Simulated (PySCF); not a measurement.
Species: 2-vinylaniline, C₈H₉N.
SMILES with atom numbers: `[CH2:1]=[CH:2][c:3]1[cH:4][cH:5][cH:6][cH:7][c:8]1[NH2:9]`

Cartesian coordinates in Å at the GFN2-xTB level; atoms count from 1:
```xyz
18
C8H9N angstrom
C      2.842   -0.120   -0.360
C      1.796    0.309    0.335
C      0.409   -0.086    0.097
C      0.103   -1.360   -0.372
C     -1.202   -1.767   -0.564
C     -2.239   -0.892   -0.283
C     -1.962    0.380    0.174
C     -0.648    0.805    0.367
N     -0.407    2.075    0.859
H      3.845    0.191   -0.123
H      2.737   -0.788   -1.198
H      1.954    0.999    1.156
H      0.912   -2.049   -0.564
H     -1.413   -2.763   -0.924
H     -3.264   -1.199   -0.427
H     -2.768    1.069    0.386
H      0.481    2.488    0.628
H     -1.184    2.714    0.804
```

NICS is the negative of the GIAO shielding at a point without a nucleus: at the ring centre (0) and 1 Å above and below it (1); zz is the component along the ring normal. Level: GIAO PBE0/pcSseg-1 (PySCF, non-relativistic, gas phase) on the GFN2-xTB geometry, one conformer.

Ring bond lengths (Å), with Mayer bond orders in brackets: C3–C4 1.392 (1.43), C4–C5 1.381 (1.46), C5–C6 1.385 (1.41), C6–C7 1.380 (1.48), C7–C8 1.394 (1.35), C8–C3 1.408 (1.27).

Question: What do the NICS probes read (ppm)?

Answer: 
```json
{"ring": "C3–C4–C5–C6–C7–C8", "type": "6-membered carbocycle; formal bonds all aromatic", "NICS(0)": "-7.9", "NICS(1), two faces": "-9.9 / -9.9", "NICS(1)zz, two faces": "-24.1 / -23.6", "rms pucker (Å)": "0.00", "centre to ring atoms, mean (Å)": "1.39"}
```

Question: What do they say, and how far can they be read as aromaticity?

Answer: 
- C3–C4–C5–C6–C7–C8: mean NICS(1)zz -23.9 ppm, shielded, aromatic by this magnetic criterion (flat ring, no four-coordinate atom).

Question: And the bond-length index? HOMA = 1 − mean of α(R − Ropt)² over the ring bonds, with Krygowski's 1993 parameters (CC: Ropt 1.388 Å, α 257.7 Å⁻²).

Answer: 
- C3–C4–C5–C6–C7–C8: HOMA 0.98 = 1 − EN − GEO, with mean bond length 1.390 Å, EN = α(Ropt − mean)² = 0.001 and GEO = α × variance = 0.024. The geometric and the magnetic index point the same way.

Question: List the ring angles and the Hirshfeld charges of the ring atoms.

Answer: 
- C3–C4–C5–C6–C7–C8: C3 118.6° (-0.025 e), C4 121.6° (-0.049 e), C5 119.5° (-0.072 e), C6 120.0° (-0.051 e), C7 121.1° (-0.079 e), C8 119.2° (+0.052 e); sum 720.0° against 720° for a flat convex ring.

Question: What are the shieldings of the ring atoms and their hydrogens in the same run (means over atoms taken as equivalent)?

Answer: 
```tsv
atoms	environment	σ isotropic (ppm)
C3	substituted aromatic carbon	60.0
C4	aromatic CH carbon	53.9
C5	aromatic CH carbon	64.2
C6	aromatic CH carbon	51.7
C7	aromatic CH carbon	68.9
C8	aromatic carbon bearing nitrogen	37.8
H13	aromatic hydrogen	24.08
H14	aromatic hydrogen	24.78
H15	aromatic hydrogen	24.33
H16	aromatic hydrogen	24.99
```

Time: 54 s of wall time; peak memory 0.87 GiB. Hardware: one thread, Arm Neoverse N1 (aarch64), no GPU (shared host). This is the whole shielding run at PBE0/pcSseg-1, SCF included.
